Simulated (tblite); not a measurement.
Species: C5H12AlB.
SMILES with atom numbers: `[BH2:1][C@@H:2]([AlH2:3])[C@@H:4]([CH3:5])[CH:6]=[CH2:7]` (hydrogens: H8, H9 on B1; H10 on C2; H11, H12 on Al3; H13 on C4; H14, H15, H16 on C5; H17 on C6; H18, H19 on C7)

Computed with GFN2-xTB (tblite), gas phase: L-BFGS steps from a force-field or distance-geometry start until the largest atomic force falls under 0.01 eV/Å.

Geometry at step 111:
```
atom  x, y, z in Å
B1     -1.7943   -1.7160   -0.2280
C2     -0.7093   -0.6517   -0.3179
Al3    -0.9799    1.0474   -1.3989
C4     -0.0201   -0.1103    0.9600
C5      1.1088   -1.0507    1.3879
C6      0.4511    1.2791    0.6472
C7      1.4152    1.5525   -0.2426
H8     -2.0460   -2.3458   -1.1873
H9     -2.3907   -1.9087    0.7646
H10     0.0940   -0.9260   -1.0376
H11    -0.3082    1.1149   -2.7918
H12    -1.9038    2.2375   -1.0230
H13    -0.7525   -0.0529    1.7676
H14     1.6708   -0.6400    2.2258
H15     0.6880   -2.0087    1.6871
H16     1.7961   -1.2351    0.5652
H17    -0.0673    2.0999    1.1388
H18     1.9765    0.7622   -0.7303
H19     1.7618    2.5616   -0.4177
```

Task: Give the atomic forces at this geometry.

Result: 
| atom | Fx (eV/Å) | Fy (eV/Å) | Fz (eV/Å) |
| --- | --- | --- | --- |
| B1 | -0.021 | -0.009 | 0.009 |
| C2 | -0.003 | -0.028 | -0.051 |
| Al3 | 0.033 | 0.058 | 0.034 |
| C4 | -0.050 | 0.036 | -0.002 |
| C5 | -0.022 | -0.029 | 0.016 |
| C6 | 0.189 | 0.081 | -0.200 |
| C7 | -0.080 | -0.033 | 0.060 |
| H8 | -0.017 | -0.032 | 0.014 |
| H9 | -0.008 | 0.020 | -0.023 |
| H10 | -0.020 | -0.062 | 0.015 |
| H11 | 0.000 | 0.033 | -0.029 |
| H12 | -0.002 | -0.046 | -0.017 |
| H13 | 0.000 | -0.046 | 0.024 |
| H14 | -0.026 | 0.021 | -0.015 |
| H15 | -0.019 | 0.023 | 0.003 |
| H16 | 0.034 | 0.048 | 0.017 |
| H17 | 0.150 | -0.093 | 0.058 |
| H18 | -0.043 | 0.166 | 0.123 |
| H19 | -0.095 | -0.107 | -0.037 |

The largest, 0.29 eV/Å, acts on C6; the rms over all components is 0.063 eV/Å. The forces sum to zero within rounding, as they must for an isolated molecule in no field.

Task: Give the force on C6 in Eh/bohr and in nN.

Result: 0.287 eV/Å ÷ 51.422 = 0.00558 Eh/bohr, and 0.287 eV/Å × 1.602 = 0.46 nN.

Task: How far is this geometry from the end of the optimisation?

Result: 0.113 eV above it, and 0.488 Å rms away after alignment. The bonds farthest from their final lengths, with half the difference of the two atoms' forces along the bond (positive lengthens):

```
  bond  now (Å)  final (Å)  force along bond (eV/Å)
C2–H10    1.113      1.100                    -0.02
 C2–C4    1.550      1.539                    +0.02
C4–H13    1.092      1.099                    -0.01
C2–Al3    2.032      2.039                    +0.01
 C6=C7    1.340      1.333                    -0.19
C6–H17    1.088      1.084                     0.00
```

The angle farthest from its final value is Al3–C2–H10, 87.6° against 106.2°.

Of the 2 listed bonds off by 0.010 Å or more, this force points towards the final length in 1.

The cost below is that of the whole relaxation. Hardware: Arm Neoverse V1, one thread, no GPU, shared host with 32 logical CPUs at a one-minute load of 21. Cost: 1.7 s of wall time.
